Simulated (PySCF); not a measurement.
**ZnB at PBE**

Level: PBE. PySCF, spin-free X2C with a Gaussian nucleus, basis sets Zn x2c-TZVPPall, B x2c-TZVPPall.

| Item | Value |
| --- | --- |
| state | ²Π (doublet), unpaired electrons π ↑ |
| bond length | 2.171 Å |
| harmonic wavenumber | 357 cm⁻¹ |
| force constant | 0.705 mdyn/Å |
| rotational constant Be | 0.3808 cm⁻¹ |
| anharmonicity ωexe | 4.92 cm⁻¹ |
| vibration–rotation constant αe | 0.00622 cm⁻¹ |
| well depth De to Zn + B | 71 kJ/mol |
| dissociation energy D0 | 69 kJ/mol |
| bond order (Mayer) | 0.94 |
| dipole moment (positive dipole means Zn(−)B(+)) | -1.79 D |

The state is the lowest determinant that a PBE0 search found; another state may lie lower at other levels.
